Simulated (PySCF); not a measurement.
# Peak assignment

Bonds (- single, = double, # triple, : aromatic): B1-C2 1.565 Å, C2-C3 1.455 Å, C3#C4 1.213 Å, C4-C5 1.455 Å. B1 carries H6, H7; C2 carries H8, H9; C5 carries H10, H11, H12.

How the numbers were obtained: couplings computed with B3LYP/pcJ-1 (spin–dipole term only in couplings to heteroatoms), NMR shieldings at PBE0/pcSseg-1/GIAO, structure optimised with PBE0-D3(BJ)/def2-SVP, in PySCF 2.14.0 with density-fitted response routines (one computed conformer, fast rotation and ring inversion assumed for equivalent nuclei, relativity neglected, no solvent model).

Chemical shifts δ = σref − σ; TMS for ¹³C (184.41 ppm) and ¹H (31.27 ppm), all at this level.

**Question.** Assign these signals to the numbered atoms. ¹³C{¹H} NMR (computed): δ 83.8 (C), 79.2 (C), 24.5 (CH2), 4.8 (CH3).

**Answer.** 
| δ (ppm) | atoms | environment | reason |
| --- | --- | --- | --- |
| 83.8 | C3 | alkyne carbon | the triple bond shields along its axis, which puts it between sp3 and sp2 carbons |
| 79.2 | C4 | alkyne carbon | – |
| 24.5 | C2 | propargylic sp3 CH2 bonded to B | – |
| 4.8 | C5 | propargylic methyl carbon | saturated and bonded to C and H only |

**Question.** Assign these signals to the numbered atoms. ¹H NMR (500 MHz, computed): δ 7.67 (br, 2H), 2.61 (qt, J = 3.6, 1.5 Hz, 2H), 1.86 (t, J = 3.6 Hz, 3H).

**Answer.** 
| δ (ppm) | atoms | environment | reason |
| --- | --- | --- | --- |
| 7.67 | H6/H7 | hydrogen on a boron bonded to C | – |
| 2.61 | H8/H9 | hydrogen on a propargylic sp3 CH2 bonded to B | – |
| 1.86 | H10/H11/H12 | hydrogen on a propargylic methyl carbon | – |

Hydrogens on boron are broadened and split by ¹¹B (spin 3/2, 80 %) and 10B (spin 3). A carbon bonded to boron is broadened by the quadrupolar boron nucleus and is often missing from a measured spectrum. Splittings below 1 Hz are ignored in the labels, and close J values are merged. Shifts are as computed. Against solution values, carbons near 30 ppm lie about +2 ppm off and those near 130 ppm about +5 ppm. Of 1211 compounds with measured shifts, 218 miss one by over three times the rms of a fit or turn the order of signals round; such compounds aren't used in these exercises. 3J across rotatable bonds or in flexible rings reflects this conformer alone.
